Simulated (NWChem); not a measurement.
Molecule: Si$_{2}$H$_{4}$O, singlet; SMILES O[Si][SiH3]

```xyz
7

Si    -0.7304     0.8688    -0.0612
O      0.7820     1.6194     0.0627
H      1.5821     1.0584     0.0739
Si     0.0935    -1.4524    -0.0169
H      1.5815    -1.5010    -0.3153
H     -0.5993    -2.4143    -0.9515
H     -0.0770    -2.0026     1.3835
```
Atoms are numbered in this order, from 1.

Program: NWChem. Low-valent species are run as closed-shell singlets; no triplet was tried in these runs. Structure relaxed at the PBE-D3(BJ)/def2-SVP level. Level: PBE/def2-SVP with SMD (1 M gas to 1 M solution), gas-phase geometry. Reactions with the solvent are ignored.

```tsv
solvent	dielectric constant	solvation free energy (kcal/mol)	cavity-dispersion-structure term (kcal/mol)	dipole in solution (D)
water	78.4	-3.0	2.2	1.49
cyclohexanone	15.6	-3.3	-0.6	1.34
N,N-dimethylformamide	37.2	-3.6	-0.7	1.36
chloroform	4.71	-3.9	-0.9	1.32
```
